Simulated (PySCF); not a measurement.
SMILES Cl[Si](Cl)(Cl)[SiH2][SiH2][SeH] (GFN2-xTB optimised geometry):

```
12

Cl    -0.467    -2.089     1.688
Si     0.095    -1.102     0.000
Cl    -0.495    -2.226    -1.576
Cl     2.135    -1.102     0.000
Si    -0.675     1.102     0.000
Si     0.375     2.416     1.627
Se     0.429     1.365     3.672
H     -2.135     1.086     0.164
H     -0.434     1.702    -1.318
H     -0.326     3.651     1.973
H      1.764     2.767     1.318
H      1.034     0.149     3.218
```

Computed with PBE0/def2-TZVP (PySCF).

Question: What are the frontier orbital energies and the dipole moment?

Answer: HOMO-2 -8.79 eV, HOMO-1 -8.63 eV, HOMO -7.02 eV, LUMO -1.34 eV, LUMO+1 -0.84 eV; dipole moment 1.67 D.

Meta-Löwdin charges at PBE0/def2-TZVP: Cl1 -0.26, Si2 0.77, Cl3 -0.25, Cl4 -0.27, Si5 0.10, Si6 0.30, Se7 -0.22, H8 -0.05, H9 -0.05, H10 -0.06, H11 -0.07, H12 0.07.
